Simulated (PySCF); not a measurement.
Te⁺ (tellurium, charge +1) across methods

[Kr] 4d10 5s1 5p3 6s1, high-spin 6S determinant (an excited configuration). All numbers are calculated (PySCF 2.14, the spin-free X2C one-electron Hamiltonian (Gaussian nucleus), in aug-cc-pwCVTZ-DK3 with one added diffuse shell each of s, p, d, f type (11s10p8d5f1g, 125 functions)).

```
method  E (hartree)  mean ε 5s α (eV)  mean ε 5p α (eV)  mean ε 6s α (eV)  Σ⟨r²⟩ (bohr²)   ⟨S²⟩
   PBE     -6792.10           -28.871           -18.461            -6.935          68.35  8.751
   UHF  -6789.77875           -37.247           -23.338            -8.377          70.91  8.753
   LDA     -6786.15           -29.000           -18.535            -7.135          67.67  8.751
  PBE0     -6792.19           -31.168           -19.835            -7.372          68.70  8.752
```

(1) Estimate the same row for r2SCAN.

The outer electron is Rydberg-like, and this basis confines it to a smaller radius and binds it less than a complete one would.

Answers

(1) E (hartree) = -6792.54; mean ε 5s α (eV) = -29.926; mean ε 5p α (eV) = -19.083; mean ε 6s α (eV) = -6.920; Σ⟨r²⟩ (bohr²) = 69.08; ⟨S²⟩ = 8.753.
